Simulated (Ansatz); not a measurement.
Consider the atomization: `[SiH2]1[SiH2][GeH2][GeH2][SiH2]1` → 2 Ge• + 10 H• + 3 Si•.

Gas-phase electronic energies from Ansatz, PBE0-D4/def2-TZVP geometries. CCSD(T)/CBS adds triple-zeta CCSD(T) − MP2 to the extrapolated MP2 energy (def2 sets, frozen cores). This one scheme is used for every species, atoms too. Functionals use def2-TZVPP. B3LYP here is the variant with VWN-RPA as its local correlation; programs differ in this. No spin–orbit coupling; open shells (•) take unrestricted orbitals. Spin–orbit coupling would lower the free atoms: a little for Si; clearly for Ge. For Ge outer-core shells are correlated without core-valence functions, so the limit isn't a true one: a few kJ/mol of doubt a bond, and 10 to 20 or more in all where bonds break to atoms. Scalar relativity is left out up to krypton.

```tsv
level	ΔE (kJ/mol)	difference from CCSD(T)/CBS
r2SCAN-D4	4273.5	-2.8
PBE0-D4	4217.1	-59.2
r2SCAN0-D4	4251.1	-25.2
CAM-B3LYP-D4	4240.0	-36.3
B2PLYP	4162.0	-114.3
BLYP	4059.4	-216.9
B3LYP	4148.3	-128.0
r2SCANh	4250.4	-25.9
BHLYP	4135.3	-141.0
CAM-B3LYP	4194.2	-82.1
MP2/def2-TZVPP	4119.6	-156.7
SCS-MP2/def2-TZVPP	4157.0	-119.3
CCSD(T)/def2-TZVPP	4181.0	-95.3
HF/def2-QZVPP	3172.0	-1104.3
MP2/def2-QZVPP	4174.4	-101.9
HF/CBS(def2)	3172.3	-1104.0
CCSD(T)/CBS	4276.3	0
```

Largest T1 diagnostic among the species: 0.013.

From BLYP to BHLYP (50 % exact exchange), in def2-TZVPP and without D4, ΔE moves by +75.8 kJ/mol. The D4 term adds +81.4 kJ/mol with B3LYP and +43.4 kJ/mol with PBE0; it sums over pairs of atoms, weighted by their polarisabilities, and B3LYP, whose exchange is more repulsive, gets the larger term. At CCSD(T), def2-SVP lies −316.1 kJ/mol from the extrapolated value and def2-TZVPP −95.3 kJ/mol: correlation converges slowly with the basis, and small sets miss more of it in the bonded molecule than in its fragments.

For atomizations the MP2-based limit and the directly extrapolated one differ by several kJ/mol either way, and by 10 to 25 for some Ge, Se and Sn compounds, so smaller differences from it don't rank the levels.
